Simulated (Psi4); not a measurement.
Internal rotation in SMILES c1cc(cc(c1)C=O)-c1sccc1. Scanned: dihedral O1–C2–C3–C4; all other coordinates were relaxed at GFN2-xTB. Points at φ and −φ are mirror images.

Geometry of the scan point at -20° (Å):
```
21

O      3.2033     2.4353    -0.3022
C      3.3153     1.2550    -0.0938
C      2.2034     0.2997     0.0067
C      0.9143     0.7614     0.2753
C     -0.1230    -0.1429     0.4013
C      0.1132    -1.4969     0.2533
C      1.3971    -1.9821    -0.0164
C      1.6327    -3.4038    -0.1709
C      2.7548    -4.0468    -0.6223
C      2.6279    -5.4490    -0.6414
C      1.4135    -5.8701    -0.2029
S      0.3967    -4.5618     0.2374
C      2.4418    -1.0643    -0.1193
H      4.3158     0.7858     0.0061
H      0.7530     1.8234     0.3796
H     -1.1222     0.2054     0.6152
H     -0.7033    -2.1984     0.3467
H      3.6448    -3.5390    -0.9469
H      3.4075    -6.1141    -0.9676
H      1.0471    -6.8732    -0.1113
H      3.4487    -1.4063    -0.3054
```

Method: PBE-D3(BJ)/def2-SVP // GFN2-xTB (Psi4).

Scanned values (°): -160, -140, -120, -100, -80, -60, -40, -20, 0, 20, 40, 60, 80, 100, 120, 140, 160, 180.

Question: Describe the profile: where are the wells and the tops?

Answer: Lower than their neighbours: 0° (0.3 kcal/mol), 180° (0.0 kcal/mol). Higher than their neighbours: -100° (10.3 kcal/mol), 100° (10.3 kcal/mol). The whole profile spans 10.3 kcal/mol.
